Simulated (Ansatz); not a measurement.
Species: ZnF2, charge 0, multiplicity 1. 
Coordinates optimised at B3LYP-D3(BJ)/def2-TZVP (Ansatz, an electronic-structure program):
```xyz
3

Zn     0.0000     0.0000     0.0000
F      0.0000     0.0000    -1.7405
F      0.0000     0.0000     1.7405
```

Basis-set convergence of Hartree-Fock and CCSD correlation energies (hartree) with Ansatz. Valence correlation only, unless marked. No spin-orbit coupling. Frozen are the shells of the preceding noble gas and the d and f shells that filled before the atom's block. Non-relativistic.

```tsv
basis	functions	E(HF)	E(corr, CCSD)
def2-SVP	59	-1976.32291	-0.65551
def2-TZVPP	126	-1976.82940	-0.95669
def2-QZVPP	214	-1976.88466	-1.03517
```

Extrapolating the two largest sets (X = 3 and 4) as X^-3: E(corr) = (64·(-1.03517) - 27·(-0.95669))/37 = -1.0924 Eh, an estimate of the basis-set limit. The largest set recovers 94.8 % of it, the smallest 60.0 %.
